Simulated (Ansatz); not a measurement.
```yaml
crystal:
  periodic: [false, false, false]
  atoms:
    - {symbol: N, position_ang: [-0.778690, 2.131966, 0.866031]}
    - {symbol: C, position_ang: [-0.395438, 0.857528, 0.675117]}
    - {symbol: C, position_ang: [-0.021885, -0.303383, 0.748691]}
    - {symbol: C, position_ang: [0.468934, -1.617556, 0.467653]}
    - {symbol: In, position_ang: [0.647515, -0.785406, -1.573324]}
    - {symbol: H, position_ang: [-1.278727, 2.314197, 1.723860]}
    - {symbol: H, position_ang: [-1.191667, 2.595036, 0.072169]}
    - {symbol: H, position_ang: [1.428796, -1.857590, 0.920680]}
    - {symbol: H, position_ang: [-0.255783, -2.420730, 0.582571]}
    - {symbol: H, position_ang: [2.141097, -0.025528, -1.938806]}
    - {symbol: H, position_ang: [-0.764171, -0.888523, -2.544632]}
basis:
  gaussian: {orbitals: def2-TZVPD, final_grid: {core_spheres: 8, valence_spheres: 7, degree: 23}}
hamiltonian: {xc: {name: wB97M-V}}
output: {forces: true}
```

```sh
$ ansatz run in.yaml --threads 4 --pin off --events-out ev --progress --plain --max-ram 10444MiB
```

It prints (some lines left out):

```
Functional definition: wB97M-V
1485 factors; their error is unknown
524 factors; integrals over basis functions are off by at most 1.0e-5 eV
mean field evaluation 1: about -9861.8125 eV, gradient 5.3e1 eV
mean field evaluation 2: about -9863.8276 eV, gradient 4.4e1 eV
mean field evaluation 4: about -9868.1027 eV, gradient 3.7e0 eV
mean field evaluation 8: about -9868.1420 eV, gradient 5.3e-2 eV
mean field evaluation 16: about -9868.1546 eV, gradient 3.2e-4 eV
mean field -9868.15461905 eV, -362.6479933747 hartree, gradient 3.1e-5 eV, S^2 0.000000; 0 other end points of the search recorded, 0 dependent functions left out
reference -9868.15470242 eV, -362.6479964385 hartree; 26, 26 occupied and 232, 232 virtual orbitals, 1485 factors
Total energy: -9868.15470242 eV, -362.6479964385 hartree
Atom 0 at    -0.778690     2.131966     0.866031 Å, force    -0.163220     0.453942     0.068242 eV/Å
Atom 1 at    -0.395438     0.857528     0.675117 Å, force     0.273202    -0.802170    -0.051151 eV/Å
Atom 2 at    -0.021885    -0.303383     0.748691 Å, force    -0.269981     0.697453     0.115808 eV/Å
Atom 3 at     0.468934    -1.617556     0.467653 Å, force     0.175496    -0.408096    -0.186354 eV/Å
Atom 4 at     0.647515    -0.785406    -1.573324 Å, force    -0.003940     0.007473     0.002182 eV/Å
Atom 5 at    -1.278727     2.314197     1.723860 Å, force     0.014827    -0.010086    -0.019235 eV/Å
Atom 6 at    -1.191667     2.595036     0.072169 Å, force     0.010562    -0.010797     0.013394 eV/Å
Atom 7 at     1.428796    -1.857590     0.920680 Å, force    -0.078266     0.033542    -0.006012 eV/Å
Atom 8 at    -0.255783    -2.420730     0.582571 Å, force     0.040917     0.073231     0.017726 eV/Å
Atom 9 at     2.141097    -0.025528    -1.938806 Å, force    -0.071541    -0.037813     0.008113 eV/Å
Atom 10 at    -0.764171    -0.888523    -2.544632 Å, force     0.071943     0.003321     0.037286 eV/Å
Dipole moment:    -0.271125     0.169808     0.094569 e Å
```

Run time 11 s (4 threads of an Arm Neoverse V1 on a shared host); peak host memory 1 GiB.
